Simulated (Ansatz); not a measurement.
A nudged elastic band was laid between two geometries of C₂H₆OSSi (11 atoms, charge 0, multiplicity 1).

Computed with UKS PBE/6-31G* (Ansatz 0.2.0).

* movable images: 7
* climbing image: yes
* spring: 5.0 eV/Å²
* optimiser: quadratic models (default)
* start path: through a guess of the saddle point
* force threshold: 0.05 eV/Å
* iteration limit: 60
* end points: relaxed

Image 0:

```xyz
11
Properties=species:S:1:pos:R:3
S -0.202 2.229 0.308
C -0.491 0.612 -0.542
O -1.167 -0.386 0.254
C -0.058 -1.148 0.839
Si 1.090 -0.480 -0.542
H -1.512 2.591 0.410
H -1.071 0.789 -1.461
H -0.324 -2.217 0.871
H 0.173 -0.798 1.862
H 1.197 -1.373 -1.743
H 2.431 0.123 -0.235
```

Image 8:

```xyz
11
Properties=species:S:1:pos:R:3
S -0.284 2.243 0.007
C -0.412 0.501 -0.327
O -0.765 -0.309 0.952
C 0.247 -1.646 0.603
Si 1.242 -0.512 -0.495
H -1.608 2.575 -0.045
H -1.188 0.267 -1.070
H -1.656 -0.707 0.832
H 0.600 -1.899 1.620
H 1.526 -1.037 -1.874
H 2.363 0.467 -0.183
```

Problem. Which bonds break or form, and what moves?

Solution. Bonds broken: C4–H8. Bonds formed: O3–H8.

Problem. What energy profile does the band end with?

Solution. It converged. The highest image is number 6 of 0 to 8, 78.1 kcal/mol above the first end and 3.2 kcal/mol above the last; the last end lies 74.9 kcal/mol above the first. Neighbouring images differ by up to 1.9 eV, so the band resolves the path poorly. A vibrational analysis at the climbing image gives one clearly imaginary mode, 736i cm⁻¹: a first-order saddle point. The orbitals stay closed-shell, which can raise the energy where a bond breaks towards radicals; this wasn't checked here.

```csv
image,path coordinate (Å),energy (kcal/mol),C4–H8 (Å),O3–H8 (Å)
0,0.00,0.0,1.10,2.11
1,0.53,0.3,1.10,2.11
2,1.05,0.9,1.11,2.12
3,1.58,1.5,1.11,2.13
4,2.11,9.5,1.09,1.93
5,2.64,53.3,1.18,1.47
6,3.16,78.1,1.64,1.03
7,3.61,75.4,2.03,0.98
8,4.06,74.9,2.14,0.98
```

Problem. What is the geometry of the highest image?

Solution. 
```xyz
11
Properties=species:S:1:pos:R:3:forces:R:3
S -0.240 2.250 0.006 0.00 -0.01 0.00
C -0.480 0.516 -0.358 -0.01 -0.01 0.00
O -0.951 -0.221 0.893 0.00 0.00 -0.01
C 0.268 -1.604 0.742 -0.01 0.01 0.02
Si 1.164 -0.498 -0.483 0.02 0.02 -0.01
H -1.549 2.637 0.012 0.00 0.00 0.00
H -1.244 0.371 -1.136 -0.01 0.00 0.00
H -1.291 -1.132 0.558 -0.01 -0.01 0.00
H 0.635 -1.692 1.781 0.01 -0.01 -0.01
H 1.448 -1.130 -1.815 0.00 0.00 0.00
H 2.306 0.445 -0.180 0.01 -0.01 0.00
```

The run took 3.8 min on 2 threads of Intel(R) Xeon(R) Platinum 8488C (Sapphire Rapids), on a shared host, peak memory 0.19 GiB.
